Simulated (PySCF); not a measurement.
Species: C₆H₇F₃S.
Atom-mapped SMILES: `[F:1][C:2]([F:3])([F:4])[C@:5]12[CH2:6][C@:7]([SH:8])([CH2:9]1)[CH2:10]2`

Cartesian coordinates in Å at the GFN2-xTB level; atoms count from 1:
```xyz
17
C6H7F3S angstrom
F     -2.8901   -0.0686   -0.0758
C     -1.8811   -0.8835    0.2692
F     -1.9709   -1.9648   -0.5225
F     -2.1331   -1.3010    1.5195
C     -0.5446   -0.2105    0.1552
C     -0.0762    1.0474    0.9095
C      1.0975    0.6142    0.0128
S      2.6878    1.4388   -0.1051
C      0.0710    0.3927   -1.1198
C      0.8264   -0.8378    0.4639
H     -0.5689    1.9819    0.6552
H      0.0642    0.9507    1.9827
H      3.1817    0.5870   -1.0016
H      0.3485   -0.3051   -1.9060
H     -0.4131    1.2773   -1.5247
H      1.0316   -1.0761    1.5040
H      1.1621   -1.6306   -0.2001
```

NICS = −σ at a ghost point: NICS(0) at the centroid of the ring atoms, NICS(1) 1 Å to either side along the normal of their mean plane, zz for the tensor component along that normal. Level: GIAO PBE0/pcSseg-1 (PySCF, non-relativistic, gas phase) on the GFN2-xTB geometry, one conformer.

Ring bond lengths (Å), with Mayer bond orders in brackets: C5–C6 1.540 (0.91), C6–C7 1.539 (0.91), C7–C9 1.545 (0.89), C9–C5 1.539 (0.91); C5–C6 1.540 (0.91), C6–C7 1.539 (0.91), C7–C10 1.545 (0.89), C10–C5 1.539 (0.91).

Give the NICS values of each ring in ppm.

```tsv
ring	type	NICS(0)	NICS(1), two faces	NICS(1)zz, two faces	rms pucker (Å)	centre to ring atoms, mean (Å)
C5–C6–C7–C9	4-membered carbocycle; formal bonds all single	-14.6	-31.8 / -4.4	-22.3 / -2.8	0.31	1.04
C5–C6–C7–C10	4-membered carbocycle; formal bonds all single	-14.6	-4.4 / -31.8	-2.8 / -22.3	0.31	1.04
```

What can be read from them?

- C5–C6–C7–C9: mean NICS(1)zz -12.5 ppm, shielded. C5, C6, C7, C9 have four or more neighbours, so the value isn't read as a sign of a π ring current. The two faces differ by 19.5 ppm, so no symmetry operation interchanges them.
- C5–C6–C7–C10: mean NICS(1)zz -12.5 ppm, shielded. C5, C6, C7, C10 have four or more neighbours, and the NICS criterion for π rings isn't applied. The two faces differ by 19.5 ppm, so no symmetry operation interchanges them.

At the first NICS(1) probe listed for ring C5–C6–C7–C9, 1 Å off the ring, what do the in-plane components average?

The isotropic value is a third of the trace: (3 × -31.8 − (-22.3))/2 = -36.6 ppm.

List the ring angles and the Hirshfeld charges of the ring atoms.

- C5–C6–C7–C9: C5 87.9° (-0.011 e), C6 73.5° (-0.069 e), C7 87.8° (+0.013 e), C9 73.4° (-0.075 e); sum 322.6° against 360° for a flat convex ring.
- C5–C6–C7–C10: C5 87.9° (-0.011 e), C6 73.5° (-0.069 e), C7 87.7° (+0.013 e), C10 73.4° (-0.075 e); sum 322.6° against 360° for a flat convex ring.

How shielded are the nuclei of the rings and their hydrogens (means over atoms taken as equivalent)?

```tsv
atoms	environment	σ isotropic (ppm)	principal values of the symmetric part, first atom (ppm)
C5	sp3 carbon at a ring junction	149.5	134.5, 137.8, 176.0
C6 (×3)	four-membered-ring carbon	130.6	125.3, 131.8, 145.1
C7	sp3 carbon bound to sulfur	146.3	127.7, 134.7, 176.6
H11 (×6)	methylene hydrogen	29.83	26.9, 27.1, 35.4
```
